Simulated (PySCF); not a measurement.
Assigning NMR signals

Atoms are numbered as in `[CH3:1]/[N:2]=[CH:3]\[C@H:4]([F:5])[O:6][C:7]([F:8])([F:9])[F:10]`. Each H is labelled by its parent atom.

- geometry from GFN2-xTB
- shieldings: GIAO PBE0/pcSseg-1
- run in PySCF 2.14.0 with density-fitted response routines
- averaged over atoms made equivalent by symmetry, fast rotation or ring inversion, no solvent, relativity neglected, single conformer

Chemical shifts δ = σref − σ; ¹³C (σref 186.93), ¹H (σref 31.72) against TMS, all at this level.

(1) Assign these signals to the numbered atoms. ¹³C{¹H} NMR (computed): δ 158.7 (CH), 130.4 (C), 102.8 (CH), 44.2 (CH3).

(2) Assign these signals to the numbered atoms. ¹H NMR (300 MHz, computed): δ 7.70 (m, 1H), 6.53 (m, 1H), 3.87 (s, 3H).

## Answers

(1) 
| δ (ppm) | atoms | environment | reason |
| --- | --- | --- | --- |
| 158.7 | C3 | C=N carbon | – |
| 130.4 | C7 | CF3 carbon | 4 electronegative neighbours deshield it |
| 102.8 | C4 | sp3 CH bonded to F and O | 2 electronegative neighbours deshield it |
| 44.2 | C1 | methyl carbon bonded to N | deshielded by the electronegative neighbour |

(2) 
7.70 → H(C3), hydrogen on a C=N carbon
6.53 → H(C4), hydrogen on an sp3 CH bonded to F and O: its carbon carries F and O, an electronegative neighbour
3.87 → H(C1), hydrogen on a methyl carbon bonded to N: its carbon carries N, an electronegative neighbour

Splittings by ¹⁹F in the carbon and heteronuclear signals aren't shown, as no couplings were computed. Shifts are as computed. Against solution values, carbons near 30 ppm lie about +3 ppm off and those near 130 ppm about +5 ppm. Of 1211 compounds with measured shifts, 218 miss one by over three times the rms of a fit or turn the order of signals round; such compounds aren't used in these exercises. Multiplicities follow the n + 1 count of equivalent neighbours, as no J values were calculated; m marks all less simple cases, F and P coupling included.
